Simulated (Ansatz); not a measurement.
`C[Si](F)(S)Cl` and `C[Si](N)(S)Cl` differ in one atom or group.

Ansatz, PBE0-D4/def2-TZVP geometries, multiplicity 1. Each molecule was computed in one conformer, which needn't be the lowest.

```tsv
property	`C[Si](F)(S)Cl`
LUMO energy (B3LYP/def2-TZVPP) / eV	-0.09
HOMO–LUMO gap (ωB97M-V/def2-TZVPP) / eV	12.12
HOMO energy (ωB97M-V/def2-TZVPP) / eV	-10.18
HOMO–LUMO gap (B3LYP/def2-TZVPP) / eV	7.60
HOMO energy (B3LYP/def2-TZVPP) / eV	-7.69
LUMO energy (ωB97M-V/def2-TZVPP) / eV	1.94
```

(1) What does the change do to each property? (Estimate.)

Answers

(1) The calculation gave: 
```tsv
property	`C[Si](N)(S)Cl`	shift
LUMO energy (B3LYP/def2-TZVPP) / eV	0.21	0.30
HOMO–LUMO gap (ωB97M-V/def2-TZVPP) / eV	11.75	-0.37
HOMO energy (ωB97M-V/def2-TZVPP) / eV	-9.74	0.44
HOMO–LUMO gap (B3LYP/def2-TZVPP) / eV	7.48	-0.12
HOMO energy (B3LYP/def2-TZVPP) / eV	-7.26	0.43
LUMO energy (ωB97M-V/def2-TZVPP) / eV	2.02	0.08
```

With PBE0 the HOMO rises by 0.44 eV and the LUMO rises by 0.33 eV, so the gap narrows by about 0.11 eV. PBE moves the HOMO by 0.42 eV and ωB97M-V by 0.44 eV.

B3LYP here is the variant with VWN-RPA as its local correlation; programs differ in this.
